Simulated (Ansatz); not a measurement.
Computed with Ansatz on PBE0-D4/def2-TZVP structures; ΔE is electronic, products minus reactants. CCSD(T)/CBS is the MP2 limit (def2-TZVPP, def2-QZVPP) plus CCSD(T) − MP2 in def2-TZVPP, frozen cores. def2 core potentials past Kr. For In, Ti outer-core shells are correlated without core-valence functions, which leaves a few kJ/mol of doubt a bond. Scalar relativity is left out up to krypton. Each species was taken in one conformer, which may not be the lowest.

Consider the redistribution: `[CH3][In]([CH3])[OH]` + `CC1=CC(C(F)(F)F)=[O+][Ti-]([F])([Cl])([Cl])[O]1` → `CC1=CC(C(F)(F)F)=[O+][In-]([CH3])([CH3])[O]1` + `[OH][Ti]([F])([Cl])[Cl]`.

```
                                          species  MP2/def2-TZVPP energy (Eh)
                           `[CH3][In]([CH3])[OH]`                  -344.85873
`CC1=CC(C(F)(F)F)=[O+][Ti-]([F])([Cl])([Cl])[O]1`                 -2510.21253
   `CC1=CC(C(F)(F)F)=[O+][In-]([CH3])([CH3])[O]1`                  -911.14983
                        `[OH][Ti]([F])([Cl])[Cl]`                 -1943.95617
```

Question: Work out ΔE.

Answer: ΔE = (-911.14983) + (-1943.95617) − (-344.85873) − (-2510.21253) = -0.03474 Eh = -91.2 kJ/mol. CCSD(T)/CBS gives -80.0 kJ/mol.

Largest T1 diagnostic among the species: 0.024, so the coupled-cluster value is less sure than usual.

From PBE to PBE0 (25 % exact exchange), in def2-TZVPP and without D4, ΔE moves by −7.3 kJ/mol. The D4 term adds +3.4 kJ/mol with B3LYP and +1.8 kJ/mol with PBE0; it sums over pairs of atoms, weighted by their polarisabilities, and B3LYP, whose exchange is more repulsive, gets the larger term.

B3LYP here is the variant with VWN-RPA as its local correlation; programs differ in this.
